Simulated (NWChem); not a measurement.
Lowest excitation of C3H3 (+1)

```xyz
6

C      0.0000     0.0000     1.3389
C      0.0000     0.0000     0.1036
C      0.0000     0.0000    -1.2444
H      0.0000     0.0000     2.4262
H      0.9468     0.0000    -1.8075
H     -0.9468     0.0000    -1.8075
```
Charge +1, spin multiplicity 1.

Everything below was run with NWChem. All single points use one geometry, from PBE0/def2-SVP, a minimum by its harmonic frequencies. It is one conformer; others weren't searched.

Basis set: def2-SVPD.

The correlated methods keep 3 core orbitals frozen. B3LYP has NWChem's definition, with VWN1-RPA local correlation. The spin multiplicity of the parent species was assumed, not shown to be that of its ground state. The structure started from a generated list of species. Coupled-cluster values serve here as a point of comparison, not as the truth.

### Question
For the lowest vertical singlet excitation energy, CIS gives 2.53 eV and TD-PBE gives 2.15 eV. What do TD-B3LYP, TD-PBE0, EOM-CCSD give?

### Answer
TD-B3LYP: 2.22 eV; TD-PBE0: 2.21 eV; EOM-CCSD: 2.45 eV.
